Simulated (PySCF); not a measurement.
**J couplings in [C$_{3}$H$_{8}$B]-**

Geometry:
| atom | x (Å) | y (Å) | z (Å) |
| --- | --- | --- | --- |
| B1 | 2.155 | -0.080 | 0.016 |
| C2 | 0.580 | -0.401 | 0.054 |
| C3 | -0.456 | 0.434 | 0.256 |
| C4 | -1.910 | 0.061 | 0.278 |
| H5 | 2.743 | -0.757 | 0.893 |
| H6 | 2.629 | -0.434 | -1.090 |
| H7 | 2.381 | 1.134 | 0.201 |
| H8 | 0.274 | -1.457 | -0.106 |
| H9 | -0.235 | 1.501 | 0.423 |
| H10 | -2.500 | 0.592 | -0.496 |
| H11 | -2.041 | -1.021 | 0.104 |
| H12 | -2.400 | 0.300 | 1.243 |

Total charge -1.

Couplings: B3LYP/pcJ-1 (spin–dipole term only in couplings to heteroatoms) in PySCF 2.14, geometry PBE0-D3(BJ)/def2-SVP; gas phase, one conformer, non-relativistic. Couplings are averaged over pairs made equivalent by symmetry, fast rotation or ring inversion, so a value needn't be that of the named pair in this geometry, while other rotamers aren't included; one pair stands for each set, and the list holds a selection of those of at least 1.5 Hz over up to four bonds.

Isotopes: ¹³C, ¹H, ¹¹B.

```
    pair  bonds  J (Hz)
  B1, C2      1       ?
  B1, H5      1       ?
  C2, C3      1    67.0
  C2, H8      1   121.5
  C3, C4      1    46.3
  C3, H9      1       ?
 C4, H10      1   126.2
  B1, C3      2     2.1
  B1, H8      2       ?
  C2, H5      2       ?
  C2, H9      2       ?
  C3, H8      2    -1.9
 C3, H10      2       ?
  C4, H9      2    12.9
  H5, H6      2   -12.7
H10, H11      2       ?
  B1, C4      3     6.3
  B1, H9      3     5.2
 C2, H10      3     5.8
  C3, H5      3     8.8
  C4, H8      3    12.8
  H5, H8      3     5.8
  H8, H9      3    15.5
 H9, H10      3     6.8
  H5, H9      4    -2.2
 H8, H10      4    -1.9
```

Estimate the withheld couplings, with signs.

## Answers


- ¹J(B1,C2) = 56.9 Hz (bond length 1.608 Å)
- ¹J(B1,H5) = 88.8 Hz (bond length 1.254 Å)
- ¹J(C3,H9) = 154.9 Hz (bond length 1.102 Å, sp2 carbon)
- ²J(B1,H8) = 2.1 Hz (angle at C2 117°)
- ²J(C2,H5) = -4.8 Hz (mean over equivalent pairs that range from -6.1 to -2.3 Hz in this conformer)
- ²J(C2,H9) = 6.0 Hz (angle at C3 118°)
- ²J(C3,H10) = -5.7 Hz (mean over equivalent pairs that range from -6.3 to -4.6 Hz in this conformer)
- ²J(H10,H11) = -14.3 Hz (mean over equivalent pairs that range from -16.7 to -13.2 Hz in this conformer)
